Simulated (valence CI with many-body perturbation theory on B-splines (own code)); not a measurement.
**E1 transitions of V18+**

Level of theory: valence CI with perturbative core correlation (CI+MBPT): three valence electrons over a frozen Dirac-Fock core [He], radial functions for each j: 11 s, 11 p, 10 d, 8 f, 5 g, 2 h, with the one-electron correlation potential Σ1 (screened to all orders), the two-electron term Σ2, the three-electron term Σ3, Breit, model QED; selected single and double excitations, second order for the rest, scaled by the run's own slope (own B-spline code, finite nucleus).

No measured levels were compared; by estimate levels of excited configurations hold to 0.05 to 0.15 % of their energy, terms of the ground configuration to about 0.5 %.

Lines 101 to 150 of 587 in falling wavelength, among levels below 1126.0 eV, chosen from the strongest by gf and those to the six lowest levels. Wavelengths and rates use the calculated energies, so an error of 600 cm⁻¹ moves a line at 52.29 nm by 0.31 % and its rate by three times that or more. Electric multipoles are in the length gauge, E1 and E2 with the static RPA response of the core. Weak lines are less certain than strong ones. Lines between different terms over intervals too small for the method are left out, as are lines whose strength nearly cancels. Where a level lies close to another of its J and parity, the split of strength between their lines is uncertain. The highest levels of a list are the least certain.

Names give the largest LS component (configuration and term), which can be under half, so a name can repeat, a term be missing and a line seem to break the LS rules; names also repeat where a configuration has a term twice. Letters in brackets count levels of one name in rising energy.

```tsv
λ vac (nm)	Upper	Lower	A (s⁻¹)	log gf	Branch %
52.29	2s.2p.3p 4P_5/2	2s.2p.3s 4P°_5/2	1.34e+09	-0.48	0.2
51.49	2p2.3p 4S°_3/2	2p2.3s 4P_5/2	8.27e+08	-0.88	0.0
51.36	2s.2p.3p 4P_1/2	2s.2p.3s 4P°_3/2	1.70e+09	-0.87	0.9
44.41	2p2.3p 2P°_3/2 [b]	2p2.3s 2D_3/2	2.62e+09	-0.51	0.1
43.21	2p2.3p 2D°_5/2 [b]	2p2.3s 2P_3/2	1.06e+09	-0.75	0.0
42.37	2p2.3p 2P°_3/2 [b]	2p2.3s 2D_5/2	1.58e+09	-0.77	0.1
40.03	2p2.3p 2D°_3/2 [b]	2p2.3s 2P_1/2	1.41e+09	-0.87	0.0
40.01	2p2.3p 2P°_1/2 [b]	2p2.3s 2P_3/2	2.71e+09	-0.88	0.1
28.04	2p2.3p 2F°_5/2	2s.2p.3p 2P_3/2 [b]	2.00e+09	-0.85	0.1
27.48	2p3 2D°_5/2	2s.2p2 2P_3/2	2.56e+09	-0.76	17.2
27.40	2p2.3d 2G_9/2	2s.2p.3d 2F°_7/2 [b]	1.17e+09	-0.88	15.8
26.74	2p2.3p 2F°_7/2	2s.2p.3p 2D_5/2 [b]	3.25e+09	-0.56	0.2
26.49	2p2.3d 2D_3/2 [b]	2s.2p.3d 2D°_3/2 [b]	3.56e+09	-0.82	0.0
25.40	2p2.3s 2D_5/2	2s.2p.3s 2P°_3/2 [b]	3.57e+09	-0.68	0.2
25.02	2p2.3d 2P_3/2 [b]	2s.2p.3d 2P°_3/2 [b]	3.40e+09	-0.89	0.0
20.24	2p2.3p 4P°_5/2	2s.2p.3p 4P_5/2	3.78e+09	-0.86	0.2
19.80	2p2.3d 4F_7/2	2s.2p.3d 4F°_9/2	2.79e+09	-0.88	1.8
19.40	2p2.3p 2D°_5/2 [a]	2s.2p.3p 2D_5/2 [a]	4.87e+09	-0.78	0.2
19.39	2p3 2P°_3/2	2s.2p2 2P_3/2	1.25e+10	-0.55	39.6
19.32	2p2.3d 4F_5/2	2s.2p.3d 4F°_7/2	4.11e+09	-0.86	0.5
19.29	2p2.3d 2D_5/2 [a]	2s.2p.3d 2F°_7/2 [a]	4.67e+09	-0.81	0.0
18.89	2p2.3d 4F_9/2	2s.2p.3d 4F°_9/2	6.16e+09	-0.48	44.8
18.69	2p2.3p 4D°_7/2	2s.2p.3p 4D_7/2	7.51e+09	-0.50	0.4
18.61	2s.2p2 2D_5/2	2s2.2p 2P°_3/2	4.64e+09	-0.84	100.0
18.46	2p2.3s 2P_3/2	2s.2p.3s 2P°_3/2 [a]	9.04e+09	-0.73	0.4
18.32	2p2.3d 4P_5/2	2s.2p.3d 4D°_7/2	6.60e+09	-0.70	0.1
18.10	2p2.3s 4P_5/2	2s.2p.3s 4P°_5/2	7.89e+09	-0.63	0.7
18.01	2p3 2D°_3/2	2s.2p2 2D_3/2	6.44e+09	-0.90	43.1
17.89	2p2.3d 2D_3/2 [a]	2s.2p.3d 2F°_5/2 [a]	6.80e+09	-0.88	0.1
17.84	2p2.3d 2D_5/2 [d]	2s.2p.3d 2D°_5/2 [b]	5.33e+09	-0.82	0.1
17.83	2p3 2D°_5/2	2s.2p2 2D_5/2	9.74e+09	-0.56	65.5
17.56	2p3 2D°_5/2	2s.2p2 2D_3/2	1.87e+09	-1.28	12.6
17.26	2p2.3p 2P°_3/2 [c]	2s.2p.3p 2P_3/2 [b]	7.16e+09	-0.89	0.3
17.19	2p2.3d 2D_5/2 [d]	2s.2p.3d 2F°_7/2 [b]	1.26e+10	-0.47	0.2
17.08	2p2.3p 2P°_3/2 [c]	2s.2p.3p 2D_5/2 [b]	1.40e+10	-0.61	0.6
17.06	2p2.3d 2D_3/2 [c]	2s.2p.3d 2F°_5/2 [b]	1.41e+10	-0.61	0.1
17.05	2p2.3p 2P°_1/2 [c]	2s.2p.3p 2D_3/2 [b]	1.77e+10	-0.81	0.6
16.74	2s.2p2 2D_3/2	2s2.2p 2P°_1/2	6.88e+09	-0.94	98.1
16.22	2s.2p.3d 2F°_7/2 [b]	2s2.3d 2D_5/2	8.04e+09	-0.60	0.1
16.09	2s.2p.4f 2F_5/2	2s2.4f 2F°_5/2	1.28e+10	-0.52	0.7
16.09	2s.2p.4f 2F_7/2 [b]	2s2.4f 2F°_7/2	1.29e+10	-0.40	0.7
16.03	2s.2p.3d 2F°_5/2 [b]	2s2.3d 2D_3/2	7.97e+09	-0.73	0.1
15.99	2s.2p.4d 2F°_7/2 [b]	2s2.4d 2D_5/2	9.27e+09	-0.55	0.3
15.93	2s.2p.4p 2D_5/2 [b]	2s2.4p 2P°_3/2	1.39e+10	-0.50	1.3
15.93	2s.2p.4f 2G_9/2 [b]	2s2.4f 2F°_7/2	7.75e+09	-0.53	0.4
15.93	2s.2p.4d 2F°_5/2 [b]	2s2.4d 2D_3/2	9.11e+09	-0.68	0.3
15.93	2s.2p.4f 2G_7/2 [b]	2s2.4f 2F°_5/2	7.48e+09	-0.64	0.4
15.90	2s.2p.4d 2D°_3/2 [b]	2s2.4d 2D_3/2	1.41e+10	-0.67	0.3
15.88	2s.2p.4d 2D°_5/2 [b]	2s2.4d 2D_5/2	1.51e+10	-0.47	0.3
15.86	2s.2p.4p 2D_3/2 [b]	2s2.4p 2P°_1/2	1.40e+10	-0.68	1.4
```

(1) How does gf follow from A for the line at 16.22 nm?

Answers

(1) gf = 1.4992 × (2J+1)_upper × A / σ², with σ = 616423 cm⁻¹ and 2J+1 = 8: gf = 0.254.
